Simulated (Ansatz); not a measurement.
SnH3, SMILES [SnH3], multiplicity 2.

Coordinates come from a PBE0-D3(BJ)/def2-TZVPD optimisation. The spin state was assumed, not searched. The isomer is the one that the SMILES or the coordinates give; other isomers of the formula were not compared. The def2 effective core potentials stand for the cores of Sn; spin–orbit coupling is left out.

Two levels are set side by side: PBE/def2-TZVPD (Ansatz, a program for electronic structure) and ωB97X-V/def2-TZVPD (Ansatz). Energy differences of separate SCF runs at the same geometry; the states with an electron removed or added have multiplicity 1 and 1. Differences are taken from unrounded values.

```
quantity                         ωB97X-V   PBE  PBE minus ωB97X-V
-------------------------------  -------  ----  -----------------
vertical ionisation energy (eV)     8.32  8.33               0.01
vertical electron affinity (eV)     1.24  1.25               0.01
```

Here PBE gives about what the other level gives.
